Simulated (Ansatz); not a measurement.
System: SiS (charge -1, doublet). 
Structure (B3LYP-D3(BJ)/def2-TZVP (Ansatz, a program for electronic structure) minimum search):
```xyz
2

Si     0.0000     0.0000    -1.0889
S      0.0000     0.0000     0.9528
```
Charge -1, spin multiplicity 2.

Parts of the frozen-core correlation energy in cc-pV(D+d)Z (Ansatz, hartree). Frozen orbitals: 10; correlated occupied orbitals by spin: 6 and 5; virtual: 30 and 31. UHF or UKS for open shells. No spin-orbit coupling. No relativistic terms.

```csv
term,value
reference (HF),-686.47930
MP2 opposite-spin,[?]
MP2 same-spin,[?]
CCSD correlation,-0.22726
(T),[?]
CCSDT minus CCSD(T),-0.00111
T1 diagnostic,0.026
largest doubles amplitude,0.082
<S^2> of the reference,0.771
```

Task: Complete the blanks.

Result: 
- MP2 opposite-spin, value: -0.14904
- MP2 same-spin, value: -0.05222
- (T), value: -0.00956
